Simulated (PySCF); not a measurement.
Run record: geometry optimisation, `[F][Re-2]([F])([F])([F])([F])[F]` ([ReF6]2-) [quartet].

Method: PBE0-D3(BJ)/def2-SVP geometry optimisation, gas phase, def2 core potentials past Kr (PySCF 2.14.0). Start geometry: GFN2-xTB. The input is one job of a driver script: a line of settings, then coordinates in Å.

Input:
```
{"job": {"xc": "PBE0", "basis": "def2-SVP", "d3": "d3bj", "grid": 1, "maxiter": 40, "kind": "geom"}, "charge": -2, "multiplicity": 4}
Re     0.000910    -0.001020    -0.000000
F     -0.018820    -0.008740     2.004880
F      0.017540     0.010550    -2.004580
F      2.005460     0.005710     0.018130
F     -2.003470    -0.004740    -0.018640
F     -0.006590     2.003960     0.009750
F      0.004980    -2.005730    -0.009550
```

Output:
```
step   0  E = -676.49887435  max force = 0.013812
step   1  E = -676.50055000  max force = 0.008848
step   2  E = -676.50138179  max force = 0.000938
step   3  E = -676.50139189  max force = 0.000059
optimisation converged
```

Energies in Eh; «max force» is the largest Cartesian gradient component in Eh/bohr.

Question: Give the first gradient maximum in eV/Å.

Answer: With 1 Eh/bohr = 51.422 eV/Å, 0.710 eV/Å.

Question: How much energy does the optimisation release, in eV?

Answer: E(step 0) − E(last step) = 0.002518 Eh, which is 0.069 eV.

Summary of the converged run: final energy -676.50139 Eh after 3 steps.

The ion is multiply charged and computed in the gas phase, without counter-ions or solvent; whether it holds all its electrons wasn't checked.

Question: Estimate the wall time. Hardware: an Arm Neoverse V2 with one thread (shared host).

Answer: About 34 s.
Labels such as C1 count atoms from 1, the log's own numbers from 0.

Caution for open-shell metal species: one SCF solution and one stationary point were followed, and a lower state or a bent or distorted shape isn't ruled out.
